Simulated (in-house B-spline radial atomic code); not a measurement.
## Ionising Ce⁵⁺ with different functionals

Computed with a radial B-spline atomic code at the basis-set limit: scalar-relativistic (spin-free X2C) Hamiltonian, Fermi nucleus of rms radius 4.8771 fm, spin-polarised at highest spin, spherical fractional occupations for the functionals, and exact exchange of hybrids averaged over the configuration. The ionisation energy is the difference of two self-consistent energies, [Kr] 4d10 5s2 5p5 → [Kr] 4d10 5s2 5p4, without Breit or QED terms; ε is the level of the shell that loses the electron (its least bound occupied spin orbital). There is no spin-orbit coupling in this Hamiltonian.

```tsv
method	rung	ΔSCF (eV)	-ε(5p) (eV)
PBE0	global hybrid	79.30	74.57
B3LYP	global hybrid	79.36	74.22
TPSSh	global hybrid	79.31	73.58
BHandHLYP	global hybrid	79.17	76.13
r2SCAN0	global hybrid	79.37	74.77
B97-1	global hybrid	79.22	74.21
HSE06	range-separated hybrid	?	?
wB97X	range-separated hybrid	79.12	76.99
CAM-B3LYP	range-separated hybrid	?	?
LC-wPBE	range-separated hybrid	79.36	77.65
```

Question: What does CAM-B3LYP give?

Answer: ΔSCF 79.36 eV, and -ε(5p) = 76.09 eV.

Question: What does HSE06 give?

Answer: ΔSCF 79.26 eV, and -ε(5p) = 74.09 eV.

Question: Among the functionals, which spreads more, the ΔSCF values or the orbital energies?

Answer: The orbital energies: ΔSCF values span about 0.25 eV and the orbital energies 4.07 eV; here energy differences depend much less on the functional than eigenvalues do.

Question: How do they compare with the NIST value?

Answer: NIST lists 78 eV ± 1.2 (semi-empirical, ground level to ground level). Errors run from +1.52 to +1.77 eV; all lie within about twice that uncertainty, so the table can't rank the methods.
